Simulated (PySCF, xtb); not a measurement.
C2H7NbO2, SMILES [CH3][Nb]([CH3])(=[O])[OH], multiplicity 1. The values are those of a single conformer.

Harmonic wavenumbers (cm⁻¹) from GFN2-xTB in xtb at its own minimum, in rising order: 37, 69, 109, 112, 141, 172, 174, 375, 387, 503, 504, 570, 602, 680, 691, 699, 867, 1254, 1264, 1440, 1446, 1456, 1459, 2905, 2913, 2926, 2934, 2943, 2948, 3648.

Task: What does B3LYP-D3(BJ)/def2-SVP (PySCF) give at its own minimum? (The exact figures need the calculation; the answer reports its results.)

Result: 81, 98, 141, 160, 162, 209, 224, 415, 453, 505, 536, 547, 564, 599, 599, 743, 1021, 1173, 1181, 1393, 1400, 1402, 1407, 2997, 2999, 3088, 3090, 3106, 3106, 3875. Paired by order, the mean absolute difference is 75 cm⁻¹ and the zero-point energies are 51.8 and 53.3 kcal/mol.
